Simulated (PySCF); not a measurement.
H3Sb, SMILES [SbH3]. Atoms are numbered in the order given.

```xyz
4

Sb     0.0000     0.0000     0.0547
H      1.2256     0.7076    -0.9305
H      0.0000    -1.4152    -0.9305
H     -1.2256     0.7076    -0.9305
```
Charge 0, spin multiplicity 1.

Geometry: PBE-D3(BJ)/def2-TZVPD. The def2 effective core potentials stand for the cores of Sb; spin–orbit coupling is left out.

Method: PySCF with PBE-D3(BJ)/def2-TZVPD.

Frequencies are harmonic and unscaled.

Modes within 1.5 cm⁻¹ of each other (mostly degenerate sets) share a row, with their intensities summed.

| mode | ν (cm⁻¹) | IR (km/mol) | moving atoms (share of kinetic energy) |
|---|---|---|---|
| 1 | 775 | 49.2 | H 98 % |
| 2–3 | 810 | 30.2 | H 100 % |
| 4 | 1883 | 126.6 | H 99 % |
| 5–6 | 1894 | 308.3 | H 99 % |
